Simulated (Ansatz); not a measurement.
`Cl[SiH2][GeH]1[CH2][O]1` at its PBE0-D4/def2-TZVP geometry, where that method's forces vanish. The species carries charge 0 and has multiplicity 1.

```xyz
10

Cl   -1.4887    0.8868    2.0692
Si   -1.1413    1.4418    0.1236
Ge    0.2252   -0.2270   -0.8478
C     0.9995   -1.5747    0.2664
O     1.7619   -0.3924    0.1639
H    -2.4403    1.5350   -0.5866
H    -0.4732    2.7647    0.1223
H     0.5690   -0.2132   -2.3421
H     0.5569   -1.7667    1.2439
H     1.4311   -2.4543   -0.2128
```

(1) What forces (eV/Å) does r2SCAN-D4/def2-TZVPP give on these atoms in the Gaussian-basis code of Ansatz? (Estimate.)

Answers

(1) The calculation gave: 
```
Cl1 -0.005 -0.015  0.060
Si2  0.036  0.003 -0.062
Ge3 -0.236  0.090 -0.159
C4  -0.061 -0.275  0.081
O5   0.238  0.198  0.049
H6   0.027  0.007  0.002
H7  -0.020 -0.008 -0.001
H8   0.032 -0.010  0.044
H9  -0.012  0.008  0.002
H10  0.001  0.002 -0.016
```
